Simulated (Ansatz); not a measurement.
Ge2H10Si2 (`[SiH3][SiH2][GeH2][GeH3]`), charge 0, multiplicity 1.

Task: Give a relaxed structure at PBE0-D4/def2-TZVP (the Gaussian-basis code of Ansatz). (Best estimate.)

Result: The calculation gave: 
Z-matrix (Å, degrees):
```
Si
Si 1 2.337
H 1 1.488 2 109.4
H 1 1.488 2 111.5 3 120.3
H 1 1.488 2 109.8 3 -119.0
Ge 2 2.380 1 109.5 3 61.4
H 2 1.490 1 109.5 3 -57.7
H 2 1.490 1 110.3 3 -176.8
Ge 6 2.424 2 110.2 1 -54.4
H 6 1.540 2 110.7 1 -175.7
H 6 1.541 2 109.6 1 65.4
H 9 1.538 6 110.1 2 -55.8
H 9 1.538 6 109.8 2 63.5
H 9 1.537 6 111.1 2 -176.3
```
This is one stationary point; other conformers may exist.
